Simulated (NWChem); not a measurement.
System meant: C$_{2}$H$_{6}$FLa; SMILES [CH3][La]([CH3])[F]

Input file for NWChem:

```
start job
memory heap 200 mb stack 900 mb global 1100 mb
geometry units angstroms noautoz
  La     0.864612     0.006607    -0.703292
  F      2.719223    -0.021189     0.349235
  C     -0.488449    -1.994131    -0.062451
  H     -0.918747    -2.485240    -0.960059
  H     -1.347320    -1.708091     0.575581
  H      0.071798    -2.773826     0.485851
  C     -0.467888     1.998200     0.005397
  H     -1.331722     1.698243     0.630257
  H     -0.890197     2.526272    -0.874857
  H      0.098730     2.751454     0.583326
end
basis spherical
  La library def2-svp
  F library def2-svp
  C library def2-svp
  H library def2-svp
end
dft
  xc pbe0
  iterations 150
  mulliken
end
task dft energy
```

End of the output:

```
             Grid Information
             ----------------
          Grid used for XC integration:  medium
          Radial quadrature: Mura-Knowles
          Angular quadrature: Lebedev.
          Tag              B.-S. Rad. Rad. Pts. Rad. Cut. Ang. Pts.
          ---              ---------- --------- --------- ---------
          La                  1.95      123          11.0       590
          F                   0.50       49          11.0       434
          C                   0.70       49          12.0       434
          H                   0.35       45          13.0       434
          Grid pruning is: on
          Number of quadrature shells:   540
          Spatial weights used:  Erf1

          Convergence Information
          -----------------------
          Convergence aids based upon iterative change in
          total energy or number of iterations.
          Levelshifting, if invoked, occurs when the
          HOMO/LUMO gap drops below (HL_TOL):  1.00D-02
          DIIS, if invoked, will attempt to extrapolate
          using up to (NFOCK): 10 stored Fock matrices.

                    Damping( 0%)  Levelshifting(0.5)       DIIS
                  --------------- ------------------- ---------------
          dE  on:    start            ASAP                start
          dE off:    2 iters        150 iters           150 iters

      Screening Tolerance Information
      -------------------------------
          Density screening/tol_rho:  1.00D-10
          AO Gaussian exp screening on grid/accAOfunc:  14
          CD Gaussian exp screening on grid/accCDfunc:  20
          XC Gaussian exp screening on grid/accXCfunc:  20
          Schwarz screening/accCoul:  1.00D-08

      Superposition of Atomic Density Guess
      -------------------------------------

      charge =      57.0 La (Lanthanum)

      symmetry species            s     p     d     f
      number of basis functions = 7     6     5
      number of cont. functions = 6     3     2
      number of closed shells   = 6     4     2
      number of open shells     = 0     0     1
      open shell occupation     = 0     0     1
 ------------------------------------------------------------------------
 atomscf:atomd: error in atom scf                   0
 ------------------------------------------------------------------------
 ------------------------------------------------------------------------
  current input line :
    26: task dft energy
 ------------------------------------------------------------------------
 ------------------------------------------------------------------------
 This error has not yet been assigned to a category
 ------------------------------------------------------------------------
 For more information see the NWChem manual at https://nwchemgit.github.io

0:atomscf:atomd: error in atom scf:Received an Error in Communication
```

**Question.** Can this run be used? If not, why, and what is the fix?

**Answer.** The program stopped with an error. Cause: the def2 basis of a heavy element holds valence functions alone and wants its effective core potential (without it all electrons must fit into that basis). This input runs:
```
start job
memory heap 200 mb stack 900 mb global 1100 mb
geometry units angstroms noautoz
  La     0.864612     0.006607    -0.703292
  F      2.719223    -0.021189     0.349235
  C     -0.488449    -1.994131    -0.062451
  H     -0.918747    -2.485240    -0.960059
  H     -1.347320    -1.708091     0.575581
  H      0.071798    -2.773826     0.485851
  C     -0.467888     1.998200     0.005397
  H     -1.331722     1.698243     0.630257
  H     -0.890197     2.526272    -0.874857
  H      0.098730     2.751454     0.583326
end
basis spherical
  * library def2-svp
end
ecp
  La library def2-ecp
end
dft
  xc pbe0
  iterations 150
  mulliken
end
task dft energy
```
It converges to -210.96048 Ha (PBE0/def2-SVP with def2 effective core potentials on La).
